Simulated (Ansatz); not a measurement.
Ansatz results at the PBE0-D4/def2-TZVP geometry: HOMO–LUMO gap (PBE0/def2-TZVPP) 7.07 eV; LUMO energy (B3LYP/def2-TZVPP) -0.71 eV; LUMO energy (PBE/def2-TZVPP) -1.30 eV.

Task: Which molecule gave them?
A. `C[BH][AlH][OH]`
B. `C=[C](F)[GaH2]`
C. `F[C@H]1C[Si@@H]1F`
D. `F[C@H]1[SiH2][C@@H]1F`

Result: D. The others give `C[BH][AlH][OH]`: 5.29, -1.92, -2.73; `C=[C](F)[GaH2]`: 5.81, -2.26, -2.80; `F[C@H]1C[Si@@H]1F`: 7.39, -0.19, -0.92.

B3LYP here is the variant with VWN-RPA as its local correlation; programs differ in this.
